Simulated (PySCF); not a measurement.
**Radial density of O⁺ (oxygen, charge +1)**

UHF, [He] 2s2 2p3, high-spin 4S determinant. All numbers are calculated (PySCF 2.14, the non-relativistic Hamiltonian (point nucleus), in def2-SVP (3s2p1d, 14 functions)).

```csv
r (bohr),4πr²ρ (e/bohr),4πr²(ρα − ρβ)
0.00336,0.03992,0.0002
0.00566,0.1114,0.0005
0.00951,0.3035,0.0013
0.0160,0.7831,0.0033
0.0269,1.846,0.0077
0.0453,3.922,0.0165
0.0762,6.794,0.0339
0.128,8.601,0.0964
0.215,6.534,0.3847
0.362,3.266,1.1990
0.610,3.851,2.4668
1.03,4.028,2.2760
1.72,1.268,0.6817
2.90,0.1093,0.0710
4.88,0.0001548,0.0001
```
